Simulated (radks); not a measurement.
Values are calculated unless marked as measured or tabulated.
Successive ionisation energies (eV) of one element, from differences of total energies of ions in their ground configurations, starting at charge 23: 712.15, 870.51, 907.62, 943.81, 995.73, 1034.2, 1071.8, 1195.7, 1240.5, 2146.9, 2239.3, 2332.6, 2426.8, 2521.5, 2655.3, 2755.6, 2856.9, 2958.8, 3061.3, 3418.8, 3508.4, 3596.0. Level of theory: scalar-relativistic Kohn-Sham, r2SCAN, spin-polarised, spherical densities, finite nucleus; open shells are filled with parallel spins first (spin-orbit coupling, left out, can overturn this in heavy ions); meta-GGA in the generalised Kohn-Sham scheme; Fermi nuclear charge, rms radius 4.9123 fm (a radial shooting solver on a logarithmic mesh with Libxc functionals). Which element is it?

Answer. Neodymium (Z = 60). The first species listed is Nd23+ in [Kr] 4d1, the last Nd44+ in [Ne] 3s2 3p4.
